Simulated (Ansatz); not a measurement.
Relaxation of H6O2SSn (10 atoms, charge 0, multiplicity 1), to a largest force component of 0.03 eV/Å in at most 50 steps.

These are results of RKS PBE0-D4/def2-SVP in Ansatz, not measurements.

```xyz
10
Properties=species:S:1:pos:R:3
Sn -0.159 0.533 -0.121
O 0.598 -0.603 2.723
H -0.225 -0.730 3.209
H 1.183 -0.468 -0.391
O -0.517 1.216 -1.955
H -1.257 1.839 -1.983
H -1.613 -0.108 0.507
S 0.380 2.437 1.309
H 1.629 2.554 0.800
H 0.767 0.362 2.823
```

**Question.** Where does it end, and by what steps?

**Answer.** It converged. After 10 steps the energy has fallen by 0.048 eV; O2 moved furthest, 0.23 Å.

```
step  energy less start (eV)  largest force component (eV/Å)  accepted
   0                  0.0000                           0.801       yes
   1                 -0.0176                           0.845       yes
   2                  0.0169                           1.423        no
   3                 -0.0371                           0.421       yes
   4                 -0.0419                           0.129       yes
   5                 -0.0266                           0.446        no
   6                 -0.0449                           0.115       yes
   7                 -0.0454                           0.086       yes
   8                 -0.0471                           0.052       yes
   9                 -0.0477                           0.062       yes
  10                 -0.0480                           0.014       yes
```

```xyz
10
Properties=species:S:1:pos:R:3
Sn -0.158 0.450 -0.010
O 0.529 -0.537 2.511
H -0.231 -0.676 3.088
H 1.171 -0.557 -0.317
O -0.465 1.178 -1.843
H -1.130 1.874 -1.859
H -1.653 -0.146 0.565
S 0.378 2.414 1.364
H 1.541 2.655 0.721
H 0.802 0.376 2.700
```

Whether the end is a true minimum wasn't checked by a vibrational analysis.

The run took 22 s on 2 threads of Intel(R) Xeon(R) 6975P-C (Granite Rapids) (shared host), peak memory 0.25 GiB.
